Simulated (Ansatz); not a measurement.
System: SiAsH4, charge 0, doublet. SiAsH4 (SMILES [SiH3][AsH], doublet).
B3LYP-D3(BJ)/def2-TZVP minimum from Ansatz (a first-principles code):
```
Si
H 1 1.4813
H 1 1.4834 2 108.94
H 1 1.4834 2 108.94 3 -118.43
As 1 2.3752 2 108.82 4 -120.79
H 5 1.5315 1 90.59 2 180.00
```
Charge 0, spin multiplicity 2.

Total energies in hartree (Ansatz). UHF or UKS for unpaired electrons; spin-orbit terms are left out. Correlated methods leave the cores frozen (noble-gas shells, and filled d and f shells in the p block). No relativity. Where a partner has so few electrons that a lower coupled-cluster level is exact, that level stands in.

```tsv
species	HF/def2-TZVPP	CCSD(T)/def2-TZVPP	HF/def2-QZVPP	CCSD(T)/def2-QZVPP	CCSDT(Q)/def2-TZVPP
1: SiAsH4 (SMILES [AsH][SiH3], doublet)	-2525.46268	-2525.76380	-2525.51706	-2525.83427	-2525.76566
2: Si (triplet)	-288.85084	-288.92770	-288.85873	-288.93839	-288.92853
3: As (quartet)	-2234.19417	-2234.28293	-2234.23914	-2234.33210	-2234.28356
4: H (doublet)	-0.49981	-0.49981	-0.49998	-0.49998	-0.49981
```

Work out the atomisation energy (electronic, to ground-state atoms) in kcal/mol: take Hartree-Fock from def2-QZVPP, extrapolate the CCSD(T) correlation energy as X^-3 (X = 3, 4), and add CCSDT(Q) - CCSD(T) in def2-TZVPP. 1 hartree = 627.51 kcal/mol.


Species 1: correlation (64·(-0.31721) - 27·(-0.30112))/37 = -0.32895; step -0.00186; E1 = -2525.51706 + (-0.32895) + (-0.00186) = -2525.84787
Species 2: correlation (64·(-0.07966) - 27·(-0.07686))/37 = -0.08170; step -0.00083; E2 = -288.85873 + (-0.08170) + (-0.00083) = -288.94126
Species 3: correlation (64·(-0.09296) - 27·(-0.08876))/37 = -0.09602; step -0.00063; E3 = -2234.23914 + (-0.09602) + (-0.00063) = -2234.33579
Species 4: correlation (64·(0.00000) - 27·(0.00000))/37 = 0.00000; step +0.00000; E4 = -0.49998 + (0.00000) + (+0.00000) = -0.49998
-1·E1 +1·E2 +1·E3 +4·E4 = 0.57090 hartree = 358.2 kcal/mol.
